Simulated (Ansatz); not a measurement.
Reaction (atomization): `C[SiH](N)BF` → B• + C• + F• + 7 H• + N• + Si•

Program: Ansatz. Geometries: PBE0-D4/def2-TZVP. ΔE: electronic, gas phase. CCSD(T)/CBS is the MP2 limit (def2-TZVPP, def2-QZVPP) plus CCSD(T) − MP2 in def2-TZVPP, frozen cores. This one scheme is used for every species, atoms too. Functionals use def2-TZVPP. No spin–orbit coupling; open shells (•) take unrestricted orbitals. Spin–orbit coupling would lower the free atoms: a little for B, C, F, Si. Each species was taken in one conformer, which may not be the lowest.

`C[SiH](N)BF`:

Cartesian coordinates in Å:
```
C 0.360 -1.575 -0.300
Si -0.496 0.052 0.092
N -0.228 0.686 1.673
B 0.111 1.491 -1.215
F -0.154 1.360 -2.507
H 0.112 -1.904 -1.314
H 1.447 -1.486 -0.228
H 0.040 -2.358 0.394
H -1.964 -0.188 -0.049
H -0.549 0.206 2.498
H 0.594 1.233 1.870
H 0.727 2.484 -0.914
```

```json
{"level": "PBE0", "ΔE (kcal/mol)": "1040.7"}
{"level": "MP2/def2-QZVPP", "ΔE (kcal/mol)": "1047.7"}
```

Task: What does CCSD(T)/CBS give? (Estimate.)

Result: The calculation gave: +1045.3 kcal/mol. The listed levels differ from it by -4.6, 2.4 kcal/mol.

Largest T1 diagnostic among the species: 0.014.

From PBE to PBE0 (25 % exact exchange), in def2-TZVPP and without D4, ΔE moves by −14.4 kcal/mol: exact exchange takes away binding that semilocal exchange gives to molecules. The D4 term adds +8.3 kcal/mol with B3LYP and +4.4 kcal/mol with PBE0; it sums over pairs of atoms, weighted by their polarisabilities, and B3LYP, whose exchange is more repulsive, gets the larger term. In def2-TZVPP, CCSD(T) changes the Hartree–Fock value by +239.0 kcal/mol (the triples alone add +12.6 kcal/mol) and MP2 by +252.3 kcal/mol; breaking electron pairs costs correlation energy, which Hartree–Fock lacks.

B3LYP here is the variant with VWN-RPA as its local correlation; programs differ in this.

For atomizations the MP2-based limit and the directly extrapolated one differ by several kJ/mol either way, and by 10 to 25 for some Ge, Se and Sn compounds, so smaller differences from it don't rank the levels.
